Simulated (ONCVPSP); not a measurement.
**La (Z = 57), ONCV: configuration errors across variants**

```
Element                 : lanthanum
Generator               : ONCVPSP 4.0.1
Type                    : optimised norm-conserving Vanderbilt (ONCV)
Functional              : LDA (Perdew-Wang 92)
Relativity              : scalar-relativistic
Frozen core             : [Kr] 4d10
Valence charge          : 11
Reference configuration : 5s2 5p6 5d1 6s1.75 (charge +0.25)
Partial waves           : 5s+6s: rc 2.30 bohr, ncon 4, nbas 8, qcut 5.5 1/bohr, 2 projectors; 5p: rc 1.70 bohr, ncon 4, nbas 7, qcut 5.2 1/bohr, 1 projector; 5d: rc 3.45 bohr, ncon 5, nbas 9, qcut 3.9 1/bohr, 2 projectors, debl 1.5 Ha; f scattering state at 0.05 Ha: rc 3.25 bohr, ncon 3, nbas 7, qcut 3.7 1/bohr, 2 projectors, debl 1.3 Ha
Local potential         : polynomial inside 1.40 bohr (lpopt 5, dvloc0 -1 Ha)
Core correction         : Teter function, fcfact 4.75, rcfact 1.2
```

In the f channel the program set the typed energies aside and used -0.219, 1.081 Ha.

All-electron excitation energies from the reference (eV): (1) 5s2 5p6 5d1 6s2 -1.095; (2) 5s2 5p6 5d1 6s1 5.063; (3) 5s2 5p6 5d1 6s0 16.210; (4) 4f1 5s2 5p6 5d1 6s0 5.968.

3 further variants failed, have other tests or too few solved ones, and are left out.

A true bound ghost makes a file unfit for plane-wave use even where its test errors are small: the radial tests pick states by their node count and pass the ghost by.

Errors AE − PS in meV (a dash: test not solved or not reliable):

```tsv
change	(1)	(2)	(3)	(4)	bound ghosts	GHOST(+) flags above zero
base	+0.1	-1.0	-4.2	+1826	s	p
s: qcut 4.5; p: qcut 4.3; d: qcut 3.2; f: qcut 3	+0.1	-1.0	-5.0	+2052	s	p, d
s: qcut 5.2; p: qcut 4.9; d: qcut 3.7; f: qcut 3.5	+0.2	-0.8	-3.1	+1897	s	p, d
s: qcut 5.8; p: qcut 5.5; d: qcut 4.1; f: qcut 3.9	+0.1	-0.9	-3.6	+1771	s	p
```

Q: Give the same row for: s: qcut 6.3; p: qcut 5.9; d: qcut 4.4; f: qcut 4.2.

A: +0.2, -0.8, -3.2, +1690; bound ghosts: s; GHOST(+) flags above zero: p.
